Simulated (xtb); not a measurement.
xtb input (GFN2-xTB):

```bash
xtb mol.xyz --gfn 2 --ohess tight --chrg 0 --uhf 0
```
mol.xyz:
```
12

Si    -0.15225928    -0.13407907     0.27737214
O     -0.62099075    -1.37612813     1.32380325
N     -1.52459444     0.95994359    -0.00690901
N      1.14374555     0.81556150     1.10080735
N      0.45523959    -0.82226949    -1.20666665
H     -1.29720344    -1.84698336     0.83438833
H     -1.16353441     1.72579193    -0.65704343
H     -2.27177223     0.36383823    -0.51519145
H      1.44094105     1.50947044     0.44786208
H      1.94262855     0.18279292     1.21845684
H      1.33229744    -1.36139846    -0.99126313
H      0.80710719     0.02471124    -1.77084881
```

Output:

```
           -------------------------------------------------
          |                Calculation Setup                |
           -------------------------------------------------

           -------------------------------------------------
          |                 G F N 2 - x T B                 |
           -------------------------------------------------

        Reference                      10.1021/acs.jctc.8b01176
      * Hamiltonian:
        H0-scaling (s, p, d)           1.850000    2.230000    2.230000
        zeta-weighting                 0.500000
      * Dispersion:
        s8                             2.700000
        a1                             0.520000
        a2                             5.000000
        s9                             5.000000
      * Repulsion:
        kExp                           1.500000    1.000000
        rExp                           1.000000
      * Coulomb:
        alpha                          2.000000
        third order                    shell-resolved
        anisotropic                    true
        a3                             3.000000
        a5                             4.000000
        cn-shift                       1.200000
        cn-exp                         4.000000
        max-rad                        5.000000

          ...................................................
          :                      SETUP                      :
          :.................................................:
          :  # basis functions                  33          :
          :  # atomic orbitals                  32          :
          :  # shells                           18          :
          :  # electrons                        32          :
          :  max. iterations                   250          :
          :  Hamiltonian                  GFN2-xTB          :
          :  restarted?                      false          :
          :  GBSA solvation                  false          :
          :  PC potential                    false          :
          :  electronic temp.          300.0000000     K    :
          :  accuracy                    1.0000000          :
          :  -> integral cutoff          0.2500000E+02      :
          :  -> integral neglect         0.1000000E-07      :
          :  -> SCF convergence          0.1000000E-05 Eh   :
          :  -> wf. convergence          0.1000000E-03 e    :
          :  Broyden damping             0.4000000          :
          :  net charge                          0          :
          :  unpaired electrons                  0          :
          ...................................................

 iter      E             dE          RMSdq      gap      omega  full diag
   1    -18.2986803 -0.182987E+02  0.497E+00    7.75       0.0  T
   2    -18.3166995 -0.180191E-01  0.259E+00    7.69       1.0  T
   3    -18.3192134 -0.251398E-02  0.757E-01    7.61       1.0  T
   4    -18.3192159 -0.249652E-05  0.352E-01    7.48       1.0  T
   5    -18.3190702  0.145738E-03  0.196E-01    7.59       1.0  T
   6    -18.3193819 -0.311669E-03  0.714E-02    7.51       1.0  T
[...]
   Z      Z             #   av. dist./Å        max./Å        min./Å
   1 H    7 N           6     1.0060802     1.0070649     1.0052040
   1 H    8 O           1     0.9524410     0.9524410     0.9524410
   7 N   14 Si          3     1.7327242     1.7344445     1.7300922
   8 O   14 Si          1     1.6295308     1.6295308     1.6295308

           -------------------------------------------------
          |               Frequency Printout                |
           -------------------------------------------------
 projected vibrational frequencies (cm⁻¹)
eigval :       -0.00    -0.00    -0.00     0.00     0.00     0.00
eigval :       80.71   111.17   183.35   203.60   230.87   263.86
eigval :      268.06   288.30   303.70   480.78   522.66   603.13
eigval :      744.33   790.11   798.21   825.40   854.00   914.21
eigval :      925.67   968.18  1521.61  1531.76  1543.55  3490.92
eigval :     3491.37  3493.47  3525.38  3528.35  3532.76  3699.89
 reduced masses (amu)
   1: 16.73   2: 15.19   3: 15.75   4: 15.38   5: 13.12   6: 12.52   7:  3.15   8:  2.58
   9:  3.51  10:  8.95  11:  9.52  12: 13.71  13:  9.80  14: 15.08  15:  9.13  16:  3.60
  17:  4.47  18:  4.19  19: 12.39  20:  3.66  21:  4.16  22:  6.16  23:  6.99  24: 17.51
  25: 14.36  26: 17.96  27:  2.38  28:  2.39  29:  2.33  30:  1.59  31:  1.55  32:  1.56
  33:  2.07  34:  2.10  35:  2.06  36:  1.88
 IR intensities (km·mol⁻¹)
   1:  0.15   2:  0.16   3:  0.01   4:  0.19   5:  0.71   6:  0.85   7: 10.37   8: 12.30
   9: 13.03  10: 14.49  11:  8.85  12: 13.32  13:  5.94  14: 26.45  15:125.86  16:324.69
  17: 38.13  18:321.50  19:  4.39  20:  2.94  21:  6.09  22:  3.39  23:162.70  24:303.07
  25:247.11  26:502.17  27: 50.89  28: 65.10  29: 38.16  30:  0.66  31:  1.31  32:  0.49
  33:  2.05  34:  1.37  35:  7.58  36: 16.09
 Raman intensities (Ä⁴*amu⁻¹)
   1:  0.00   2:  0.00   3:  0.00   4:  0.00   5:  0.00   6:  0.00   7:  0.00   8:  0.00
   9:  0.00  10:  0.00  11:  0.00  12:  0.00  13:  0.00  14:  0.00  15:  0.00  16:  0.00
  17:  0.00  18:  0.00  19:  0.00  20:  0.00  21:  0.00  22:  0.00  23:  0.00  24:  0.00
  25:  0.00  26:  0.00  27:  0.00  28:  0.00  29:  0.00  30:  0.00  31:  0.00  32:  0.00
Molecule has no symmetry elements
It seems to be the C1 point group
  33:  0.00  34:  0.00  35:  0.00  36:  0.00
 output can be read by thermo (or use thermo option).
 writing <g98.out> molden fake output.
 recommended (thermochemical) frequency scaling factor: 1.0
           -------------------------------------------------
          |             Thermodynamic Functions             |
           -------------------------------------------------

c1  symmetry found (for desy threshold:  0.10E+00) used in thermo

          ...................................................
          :                      SETUP                      :
          :.................................................:
          :  # frequencies                          30      :
          :  # imaginary freq.                       0      :
          :  linear?                             false      :
          :  only rotor calc.                    false      :
          :  symmetry                               c1      :
          :  rotational number                       1      :
          :  scaling factor                  1.0000000      :
          :  rotor cutoff                   50.0000000 cm⁻¹ :
          :  imag. cutoff                  -20.0000000 cm⁻¹ :
          :.................................................:

    mode    ω/cm⁻¹     T·S(HO)/kcal·mol⁻¹    T·S(FR)/kcal·mol⁻¹   T·S(vib)
   ------------------------------------------------------------------------
       1     80.71    -1.15488 ( 87.16%)    -0.91425 ( 12.84%)    -1.12399
       2    111.17    -0.96848 ( 96.07%)    -0.81951 (  3.93%)    -0.96263
       3    183.35    -0.68397 ( 99.45%)    -0.67143 (  0.55%)    -0.68390
       4    203.60    -0.62621 ( 99.64%)    -0.64041 (  0.36%)    -0.62626
       5    230.87    -0.55819 ( 99.78%)    -0.60320 (  0.22%)    -0.55829
       6    263.86    -0.48780 ( 99.87%)    -0.56365 (  0.13%)    -0.48790
       7    268.06    -0.47963 ( 99.88%)    -0.55897 (  0.12%)    -0.47973
       8    288.30    -0.44242 ( 99.91%)    -0.53741 (  0.09%)    -0.44251
   ------------------------------------------------------------------------

   temp. (K)  partition function   enthalpy   heat capacity  entropy
                                   cal/mol     cal/K/mol   cal/K/mol   J/K/mol
 298.15  VIB   147.                 3810.885     24.375     22.581
         ROT  0.124E+06              888.752      2.981     26.289
         INT  0.183E+08             4699.638     27.356     48.870
         TR   0.870E+27             1481.254      4.968     39.489
         TOT                        6180.8916    32.3244    88.3587   369.6928

       T/K    H(0)-H(T)+PV         H(T)/Eh          T*S/Eh         G(T)/Eh
   ------------------------------------------------------------------------
    298.15    0.984988E-02    0.100337E+00    0.419821E-01    0.583552E-01
   ------------------------------------------------------------------------

         :::::::::::::::::::::::::::::::::::::::::::::::::::::
         ::                  THERMODYNAMIC                  ::
         :::::::::::::::::::::::::::::::::::::::::::::::::::::
         :: total free energy         -18.154340182558 Eh   ::
         ::.................................................::
         :: total energy              -18.212695387247 Eh   ::
         :: zero point energy           0.090487397969 Eh   ::
         :: G(RRHO) w/o ZPVE           -0.032132193280 Eh   ::
         :: G(RRHO) contrib.            0.058355204689 Eh   ::
         :::::::::::::::::::::::::::::::::::::::::::::::::::::

optimized geometry written to: xtbopt.xyz

           -------------------------------------------------
          | TOTAL ENERGY              -18.212695387247 Eh   |
          | TOTAL ENTHALPY            -18.112358111513 Eh   |
          | TOTAL FREE ENERGY         -18.154340182558 Eh   |
          | GRADIENT NORM               0.000298137324 Eh/α |
          | HOMO-LUMO GAP               7.465191898996 eV   |
           -------------------------------------------------

------------------------------------------------------------------------
Note: The following floating-point exceptions are signalling: IEEE_UNDERFLOW_FLAG IEEE_DENORMAL
normal termination of xtb
------------------------------------------------------------------------
 total:
 SCF:
 ANC optimizer:
 analytical hessian:
```
